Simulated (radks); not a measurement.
Results of a calculation; reference values are marked as such.
Numerical settings for neutral platinum, [Xe] 4f14 5d9 6s1. Code: a radial shooting solver on a logarithmic mesh with Libxc functionals. Model: Dirac Kohn-Sham, BLYP, spin-unpolarised, spherical densities, point nucleus; open shells fill j = l - 1/2 first. The defaults (mesh step 0.008 in ln r, mesh end at 40 bohr or more with all orbitals vanishing there, Anderson mixing 0.5 over 9 steps, residual threshold near 1e-9 with the energy settled to 1e-9 hartree or 1e-11 of itself, here a cap of 57 iterations) give E = -18447.794 hartree and 5d5/2 at -5.492 eV in 15 iterations. Run on one thread of a shared host, so times are rough (Arm Neoverse V1): 0.21 s of CPU time, 0.21 s wall, 15 iterations on 2728 mesh points. Changes against that run (0 stands for a change within the tolerance of the run):

setting                     iterations  converged  E (mhartree)  e(5d5/2) (meV)  CPU (s)
mesh step in ln r 0.005             15        yes             0               0     0.33
mesh step in ln r 0.012             15        yes             0               0     0.14
mesh step in ln r 0.05              15        yes         +0.15         -0.0171     0.05
mesh end (bohr) 8                   15        yes         +1.76           +98.9      0.2
mesh end (bohr) 12                  15        yes        +0.011           +1.34      0.2
residual threshold 0.1               9        yes      +0.00817           -30.1     0.15
residual threshold 0.01              9        yes      +0.00817           -30.1     0.15
mixing 2.5                          25        yes             0               0     0.34
linear mixing, mixing 0.05          57         no        +0.674            -237     0.65
linear mixing, mixing 1             57         no     +4.25e+05       -1.25e+06      3.2
mixing history 20                   21        yes             0               0     0.26
iteration cap 3                      3         no         +71.4            +673     0.06

Settings that end as converged yet miss the energy by more than 1 mhartree: mesh end (bohr) 8 (+0.00176 hartree). A mesh that ends early acts as a hard wall.
